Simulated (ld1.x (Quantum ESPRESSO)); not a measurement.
**C (Z = 6): excitation energies, all-electron against TM**

| Property | Result |
| --- | --- |
| Element | carbon (C) |
| Generator | ld1.x (Quantum ESPRESSO) 7.5 |
| Type | norm-conserving Troullier–Martins (Kleinman–Bylander form) |
| Functional | PBE |
| Relativity | scalar-relativistic |
| Frozen core | [He] |
| Valence charge | 4 |
| Reference configuration | 2s2 2p2 |
| Partial waves | 2s (bound): rc 0.90 bohr; 2p (bound): rc 2.90 bohr; 3d channel at 0.05 Ry: rc 2.50 bohr |
| Local potential | all-electron potential smoothed inside 1.25 bohr (lloc = -2) |
| Core correction | none |

Energies are relative to the spin-unpolarised reference configuration 2s2 2p2; without spin polarisation the order of configurations can differ from experiment.

| valence configuration | charge | ΔE all-electron (eV) | error AE − PS (meV) |
| --- | --- | --- | --- |
| 2s2 2p1 | +1 | 10.862 | +116 |
| 2s2 2p0 | +2 | 35.018 | +990 |
| 2s1 2p0 | +3 | 83.212 | +1901 |
| 2s1 2p3 | 0 | 8.478 | -21 |
| 2s0 2p4 | 0 | 16.975 | -87 |
| 2s2 2p1.5 | +0.5 | 3.963 | +17 |

**Question.** What are ΔE and the potential's error for 2s2 2p2.3?

**Answer.** ΔE = -1.158 eV all-electron; the error (AE − PS) is +1.7 meV.

Levels in the configuration 2s2 2p1:

```json
{"level": "2s", "all-electron (eV)": "-25.758", "pseudo (eV)": "-25.646"}
{"level": "2p", "all-electron (eV)": "-17.005", "pseudo (eV)": "-16.664"}
```
